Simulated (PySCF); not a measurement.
Cl3FSi, singlet, geometry from GFN2-xTB. Base run: PySCF with DF-PBE/def2-SV(P).

Here is a job for PySCF.
```python
from pyscf import gto, scf, dft

mol = gto.M(
    atom='''
F     0.06162275    0.01458814    1.78763541
Si    0.00615497    0.00145709    0.17855170
Cl    1.73866429   -0.78390655   -0.41847415
Cl   -0.21267664    1.90476032   -0.37314928
Cl   -1.56368026   -1.12977685   -0.30181437
''',
    basis='def2-sv(p)',
    verbose=4,
    max_memory=1800,
)

mf = dft.RKS(mol)
mf.xc = 'pbe'
mf = mf.density_fit(auxbasis='def2-universal-jkfit')
mf.kernel()
```

The job was repeated with other settings on one machine. Differences are taken from the largest basis of the def2 family in the series, which isn't the basis-set limit (def2-QZVPP: -1769.515656 Eh). The cheapest run took roughly 10 core-seconds.

```tsv
setting	basis functions	cost, times the cheapest (rough)	difference in total energy (mEh)
def2-SVP	86	1	783.37
def2-TZVP	179	3	60.57
def2-TZVPP	199	3	60.37
def2-QZVPP	337	6	reference
```

Times come from a shared machine, hold the start-up and are rough. Total energies converge more slowly with the basis than energy differences do.
